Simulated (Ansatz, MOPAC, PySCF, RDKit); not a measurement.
Pair of molecules: SiH4 (SMILES [SiH4]) (first 5 atoms) with CH6Si (SMILES C[SiH3]); geometry from B3LYP-D3(BJ)/def2-TZVP, rigid monomers moved along the line of their centres of mass till Si1···H8 is 3.54 Å.
(charge 0, multiplicity 1):
```xyz
13

Si     0.016    -0.302     0.192
H     -1.178    -0.198     1.059
H     -0.366    -0.032    -1.213
H      0.577    -1.668     0.297
H      1.031     0.680     0.631
C      0.829    -0.700     4.495
Si    -0.387     0.707     4.744
H      0.647    -1.223     3.556
H      0.744    -1.429     5.304
H      1.856    -0.329     4.482
H     -0.218     1.743     3.698
H     -0.172     1.343     6.067
H     -1.783     0.207     4.687
```

Counterpoise-corrected where a basis set is named; no monomer relaxation. Rows marked so take none. RDKit's UFF carries no charges.

Frozen-core correlation. Rows in 6-31G* carry no dispersion term and start afresh at each structure (6-31G* with six Cartesian d functions). The state reached by PM6 isn't checked.

The values were computed with Ansatz (an electronic-structure program); MOPAC for PM6 (differences of heats of formation); PySCF for 6-31G* rows, the dispersion terms; RDKit for the force fields. Values without a source in brackets are computed.

| level | interaction energy (kcal/mol) |
|---|---|
| UFF | -1.36 |
| PM6 | 0.05 |
| PBE/def2-TZVPPD | -0.25 |
| BP86/6-31G* (no counterpoise) | 0.55 |
| PBE0-D3(BJ)/def2-TZVPPD | -1.17 |
| M06-2X/6-31G* (no counterpoise) | -0.83 |
| MP2/aug-cc-pV(D+d)Z | -0.68 |
| SCS-MP2/aug-cc-pV(D+d)Z | [?] |
| CCSD(T)/aug-cc-pV(D+d)Z | [?] |

**Question.** Some entries are withheld; supply them.

**Answer.** 
- SCS-MP2/aug-cc-pV(D+d)Z, interaction energy (kcal/mol): -0.44
- CCSD(T)/aug-cc-pV(D+d)Z, interaction energy (kcal/mol): -0.73
